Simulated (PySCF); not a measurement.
Two-component Hartree-Fock for Sm²⁺ (samarium, charge +2)

Start: [Xe] 4f6; 4f5/2 filled at m_j = -5/2, -3/2, -1/2, +1/2, +3/2, +5/2. Calculated with PySCF 2.14 in x2c-TZVPall-2c (11s11p10d4f1g, 131 functions): generalised Hartree-Fock with the X2C-1e Hamiltonian and a Gaussian nucleus; one run each with spin-orbit coupling (SO) switched off, then screened by Boettger's factors.

```json
{"spinor shell": "1s1/2", "electrons": "2", "ε, spin-free (eV)": "-47078.6", "ε, screened SO (eV)": "-47070.7", "weight of nominal j (screened SO)": "1.000", "rms radius, screened SO (bohr)": "0.0259"}
{"spinor shell": "2s1/2", "electrons": "2", "ε, spin-free (eV)": "-7820.4", "ε, screened SO (eV)": "-7818.0", "weight of nominal j (screened SO)": "1.000", "rms radius, screened SO (bohr)": "0.105"}
{"spinor shell": "2p1/2", "electrons": "2", "ε, spin-free (eV)": "-6971.5", "ε, screened SO (eV)": "-7395.3", "weight of nominal j (screened SO)": "1.000", "rms radius, screened SO (bohr)": "0.0900"}
{"spinor shell": "2p3/2", "electrons": "4", "ε, spin-free (eV)": "-6971.5", "ε, screened SO (eV)": "-6788.2", "weight of nominal j (screened SO)": "1.000", "rms radius, screened SO (bohr)": "0.0962"}
{"spinor shell": "3s1/2", "electrons": "2", "ε, spin-free (eV)": "-1771.8", "ε, screened SO (eV)": "-1771.0", "weight of nominal j (screened SO)": "1.000", "rms radius, screened SO (bohr)": "0.271"}
{"spinor shell": "3p1/2", "electrons": "2", "ε, spin-free (eV)": "-1500.8", "ε, screened SO (eV)": "-1588.6", "weight of nominal j (screened SO)": "1.000", "rms radius, screened SO (bohr)": "0.263"}
{"spinor shell": "3p3/2", "electrons": "4", "ε, spin-free (eV)": "-1500.8", "ε, screened SO (eV)": "-1462.3", "weight of nominal j (screened SO)": "1.000", "rms radius, screened SO (bohr)": "0.276"}
{"spinor shell": "3d3/2", "electrons": "4", "ε, spin-free (eV)": "-1133.1", "ε, screened SO (eV)": "-1149.4", "weight of nominal j (screened SO)": "0.995", "rms radius, screened SO (bohr)": "0.248"}
{"spinor shell": "4s1/2", "electrons": "2", "ε, spin-free (eV)": "-383.72", "ε, screened SO (eV)": "-383.48", "weight of nominal j (screened SO)": "1.000", "rms radius, screened SO (bohr)": "0.616"}
{"spinor shell": "4p1/2", "electrons": "2", "ε, spin-free (eV)": "-292.06", "ε, screened SO (eV)": "-312.89", "weight of nominal j (screened SO)": "0.971", "rms radius, screened SO (bohr)": "0.636"}
{"spinor shell": "4p3/2", "electrons": "4", "ε, spin-free (eV)": "-292.06", "ε, screened SO (eV)": "-282.77", "weight of nominal j (screened SO)": "0.985", "rms radius, screened SO (bohr)": "0.663"}
{"spinor shell": "4d3/2", "electrons": "4", "ε, spin-free (eV)": "-160.23", "ε, screened SO (eV)": "-166.22", "weight of nominal j (screened SO)": "0.704", "rms radius, screened SO (bohr)": "0.723"}
{"spinor shell": "4d5/2", "electrons": "6", "ε, spin-free (eV)": "-160.23", "ε, screened SO (eV)": "-156.05", "weight of nominal j (screened SO)": "0.803", "rms radius, screened SO (bohr)": "0.728"}
{"spinor shell": "5s1/2", "electrons": "2", "ε, spin-free (eV)": "-66.172", "ε, screened SO (eV)": "-66.137", "weight of nominal j (screened SO)": "1.000", "rms radius, screened SO (bohr)": "1.53"}
{"spinor shell": "5p1/2", "electrons": "2", "ε, spin-free (eV)": "-41.795", "ε, screened SO (eV)": "-45.120", "weight of nominal j (screened SO)": "0.907", "rms radius, screened SO (bohr)": "1.71"}
{"spinor shell": "5p3/2", "electrons": "4", "ε, spin-free (eV)": "-41.795", "ε, screened SO (eV)": "-40.305", "weight of nominal j (screened SO)": "0.953", "rms radius, screened SO (bohr)": "1.82"}
{"spinor shell": "4f5/2", "electrons": "6", "ε, spin-free (eV)": "-26.584", "ε, screened SO (eV)": "-26.546", "weight of nominal j (screened SO)": "0.558", "rms radius, screened SO (bohr)": "1.05"}
```

Task: Where does 3d5/2 lie, and what is the 3d spin-orbit splitting (screened SO)?

Result: At -1121.5 eV, 27.914 eV above 3d3/2.

```json
{"quantity": "E (hartree)", "spin-free": "-10419.56067", "screened SO": "-10425.51661"}
{"quantity": "M_J", "spin-free": "0", "screened SO": "0"}
{"quantity": "⟨J²⟩", "spin-free": "6.016", "screened SO": "5.505"}
{"quantity": "⟨L²⟩", "spin-free": "12.009", "screened SO": "11.916"}
{"quantity": "⟨S²⟩", "spin-free": "12.008", "screened SO": "11.907"}
```

The determinant has a definite M_J but mixes levels of different J.

Each row is a mean over spinors that exchange with the open shell spreads, by up to 15.739 eV (4d5/2).

Rows whose weight is well below 1 are mixtures of j = l ± 1/2: exchange outweighs spin-orbit coupling there, and the label is only the starting occupation.

Breit and QED terms are absent; they matter most for the inner s and p1/2 levels.

Densities and radii are taken from the X2C orbitals without a picture-change correction, which distorts them close to the nucleus.

Without spin-orbit coupling the j labels of p, d and f shells carry no meaning; the spin-free column gives the mean over the occupied spinors of each nl shell.
